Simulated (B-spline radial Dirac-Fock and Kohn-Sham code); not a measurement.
**Cs: input and output of one calculation**

ΔSCF core binding energies without Breit or QED terms, calculated with a radial atomic solver. Keys: rel is the Hamiltonian (dirac, or spin-free x2c and nr, where L3 and M5 stand for the whole 2p and 3d shells), method is hf or an exchange,correlation pair (spin-unpolarised, also for the hole states), nuc the nuclear model, radius_factor scales its radius, rmax is the box in bohr, h the logarithmic mesh step, order the B-spline order, points the quadrature points per cell, c_factor scales the speed of light, and damp, ndamp, maxit and tol steer the iteration. The run stops when the commutator error falls below 10·tol·max(1, Z/10), or the numerical noise floor, and the energy has settled to about 1e-8 Ha; the virial ratio is −V/T.

Input (task.json):

```json
{"items": [{"Z": 55, "q": 0, "cfg": [[1, 0, 2], [2, 0, 2], [2, 1, 6], [3, 0, 2], [3, 1, 6], [3, 2, 10], [4, 0, 2], [4, 1, 6], [4, 2, 10], [5, 0, 2], [5, 1, 6], [6, 0, 1]], "A": 133, "rrms": 4.8041, "do": "settings", "holes": ["K", "L3", "M5"],
  "settings": [{"rel": "dirac", "method": "hf", "nuc": "fermi", "radius_factor": 1.0, "rmax": 2.0, "h": 0.3, "order": 8, "points": 10, "c_factor": 1.0, "maxit": 92, "damp": 0.5, "ndamp": 3, "tol": 1e-08}]}]}
```

Command: `python xray2_run.py task.json out`

Ground-state iterations:

```
iter   energy (Ha)        error
   1    -7760.34796808  1.87e+00
   2    -7760.66379618  7.52e-02
   3    -7760.68984991  2.40e-02
   4    -7760.69195502  8.03e-03
   5    -7760.69212819  2.38e-03
   6    -7760.69216048  1.72e-04
   7    -7760.69216079  1.78e-05
   8    -7760.69216080  1.48e-06
   9    -7760.69216080  6.29e-08
```

The ground state converged in 9 iterations, with total energy -7760.69216 Ha, virial ratio 1.92627 and highest orbital energy 264.32 eV. ΔSCF binding energies: K (1s) 36027.8 eV, L3 (2p3/2) 4942.0 eV, M5 (3d5/2) 651.6 eV.

Q: One setting is unsound. Which, and why?

A: rmax squeezes the outer orbitals. With the default settings (Dirac Hartree-Fock): The ground state converged in 11 iterations, with total energy -7786.77413 Ha, virial ratio 1.93907 and highest orbital energy -3.49 eV. ΔSCF binding energies: K (1s) 36119.7 eV, L3 (2p3/2) 5028.3 eV, M5 (3d5/2) 732.3 eV.
